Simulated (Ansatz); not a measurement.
Coupled-cluster diagnostics for SnH3(nBu) (C4H12Sn), Ansatz.

Geometry of the singlet (PBE-D4/def2-SVP):

```xyz
17

Sn    0.6189   -1.8319   -2.1367
H    -0.5546   -2.7518   -3.0171
H     1.6104   -0.9641   -3.2616
H     1.6257   -2.9194   -1.2400
C    -0.3549   -0.4301   -0.7787
C     0.6290    0.4231    0.0300
C    -0.0410    1.4531    0.9576
C    -0.8766    0.8439    2.0853
H    -1.0206    0.2085   -1.3982
H    -1.0137   -1.0346   -0.1213
H     1.2862   -0.2365    0.6413
H     1.3102    0.9636   -0.6634
H     0.7509    2.0988    1.3964
H    -0.6768    2.1306    0.3444
H    -1.3000    1.6283    2.7446
H    -1.7289    0.2491    1.6970
H    -0.2642    0.1693    2.7205
```

In the def2 sets Sn takes a core potential; there is no spin–orbit coupling. Correlated methods freeze 8 core orbitals; core or outer-core shells of Sn are correlated, in sets that lack core-valence functions.

**Question.** Estimate the CCSD(T) correlation energy, the shares of MP2 and (T), T1 and the reference's ⟨S²⟩ for: charge 0, singlet, own geometry in def2-SVP; charge 1, doublet, vertical in def2-SVP; and the rough time on 4 threads of Intel Xeon on a shared host.

**Answer.** 
| state | basis | correlation (eV) | MP2 share (%) | (T) share (%) | T1 | ⟨S²⟩ (pure) | wall time |
| --- | --- | --- | --- | --- | --- | --- | --- |
| charge 0, singlet, own geometry | def2-SVP | -22.019 | 87.4 | 2.9 | 0.008 | 0.00 (0.00) | 34 s |
| charge 1, doublet, vertical | def2-SVP | -21.352 | 86.3 | 3.0 | 0.017 | 0.76 (0.75) | 2.3 min |
Customary marks for T1 are 0.02 (closed shells), 0.045 (open shells) and about 0.05 (3d metals). T1 stays under 0.02 throughout.
